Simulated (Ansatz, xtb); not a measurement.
**Two isomers of CH4FGe−**

Structure a: `[CH3][GeH-][F]`, a singlet. Structure b: `[CH2-][GeH2][F]`, a singlet. Both are isolated ions in the gas phase, relaxed with r2SCAN-D4/def2-SVPD; each stands in its lowest conformer found.

Task: Estimate which is lower in electronic energy at CCSD(T)/def2-SVPD + ΔMP2/def2-TZVPPD, and by roughly how much.

Result: The CCSD(T)/def2-SVPD + ΔMP2/def2-TZVPPD calculation puts structure a lower, by 96.6 kJ/mol.

The same difference at several levels:

```tsv
level	geometry	E(b) − E(a) (kJ/mol)	departure from the last row (kJ/mol)	job, with rough time for the two
GFN2-xTB	GFN2-xTB	+175.5	+78.9	optimisation, 0.29 s
HF/STO-3G	GFN2-xTB	+107.0	+10.5	single point, 0.2 s
r2SCAN-D4/def2-SVPD//GFN2-xTB	GFN2-xTB	+81.1	−15.5	single point, 2.8 s
r2SCAN-D4/def2-SVPD	r2SCAN-D4/def2-SVPD	+104.6	+8.1	optimisation, 28 s
HF/def2-SVPD	r2SCAN-D4/def2-SVPD	+113.3	+16.7	part of the CCSD(T) run
MP2/def2-SVPD	r2SCAN-D4/def2-SVPD	+91.1	−5.5	part of the CCSD(T) run
CCSD(T)/def2-SVPD	r2SCAN-D4/def2-SVPD	+100.1	+3.5	single point
CCSD(T)/def2-SVPD + ΔMP2/def2-TZVPPD	r2SCAN-D4/def2-SVPD	+96.6		single point, 24 s
```

As drawn, b has 1 Ge–H in place of 1 C–H.

The levels shown agree on the order. The largest departure from CCSD(T)/def2-SVPD + ΔMP2/def2-TZVPPD is that of GFN2-xTB, 78.9 kJ/mol. The last row adds to CCSD(T) the change of the MP2 difference between the two basis sets, here −3.5 kJ/mol.

With harmonic frequencies from r2SCAN-D4/def2-SVPD (ideal gas, rigid rotor, one conformer each, 298.15 K, 1 atm): the zero-point term adds −9.2 kJ/mol; ΔH is +87.4 and ΔG +88.7 kJ/mol.

The correlated steps freeze 11 core orbitals; the filled d shell of Ge is correlated, in a basis made for valence electrons. Mirror images aren't counted in ΔG. Programs: Ansatz 0.2.0, xtb 6.7.1; the last row on 2 threads of Arm Neoverse V2 on a shared host.
